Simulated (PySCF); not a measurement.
What went wrong, or what changed?

The sound run of [PbBr3]+ (singlet) uses PySCF 2.14.0, RKS r2SCAN, Pb def2-SVP with ECP60, Br def2-SVP; non-relativistic Hamiltonian with scalar-relativistic core potentials where named; density fitting; no spin-orbit coupling, grid (50, 194), threshold 1e-8 and 55 cycles at the relaxed geometry:
```xyz
4

Pb    0.0000    0.0000    0.0000
Br    2.5145    0.0000    0.0000
Br   -1.2572    2.1776    0.0000
Br   -1.2572   -2.1776    0.0000
```
This run, with dm0 from free metal ions and neutral atoms, differs:

```python
mol = gto.M(atom='''
Pb     0.00000    -0.00000    -0.00000
Br     2.51445    -0.00001    -0.00000
Br    -0.40000     0.69282    -0.00000
Br    -1.25723    -2.17757     0.00000''',
    basis={'Pb': 'def2-SVP', 'Br': 'def2-SVP'},
    ecp={'Pb': 'def2-SVP'},
    charge=1, spin=0)
mf = dft.RKS(mol, xc='R2SCAN')
mf.grids.atom_grid = (50, 194)
mf = mf.density_fit()  # fitting sets: Pb def2-universal-JKFIT, Br def2-universal-JKFIT
mf.conv_tol = 1e-08; mf.max_cycle = 76
mf.kernel(dm0)
mf.nuc_grad_method().kernel()
```

Task: What was changed, and how did it end?

Result: One atom was put far too close to the first. It converged in 9 cycles, 724.761 eV from the sound run, largest force component 3145.97 eV/Å. The cycle limit differs too. These settings are unsound on purpose: the numbers aren't the compound's.
```
init E= -7957.19828300201
cycle= 1 E= -7887.20720160413  delta_E=   70  |g|=  2.2  |ddm|= 17.5
cycle= 2 E= -7887.23783141642  delta_E= -0.0306  |g|= 1.87  |ddm|=  6.6
cycle= 3 E= -7887.57345987683  delta_E= -0.336  |g|= 0.346  |ddm|= 3.25
cycle= 4 E= -7887.60681263539  delta_E= -0.0334  |g|= 0.146  |ddm|= 1.32
cycle= 5 E= -7887.61247545591  delta_E= -0.00566  |g|= 0.0498  |ddm|=  0.5
...
cycle= 7 E= -7887.61302686521  delta_E= -1.24e-05  |g|= 0.00129  |ddm|= 0.0275
cycle= 8 E= -7887.61302741819  delta_E= -5.53e-07  |g|= 0.000143  |ddm|= 0.00406
cycle= 9 E= -7887.61302742399  delta_E= -5.8e-09  |g|= 5.24e-05  |ddm|= 0.00056
Extra cycle  E= -7887.61302742029  delta_E= 3.7e-09  |g|= 0.000113  |ddm|= 0.0005
converged SCF energy = -7887.61302742029
```

Run from Python with OMP_NUM_THREADS=2; the lines above give its settings.
It took 6.4 s on 2 threads of Arm Neoverse V2 (shared host).

No frequency check is given that shows the relaxed geometry to be a minimum.
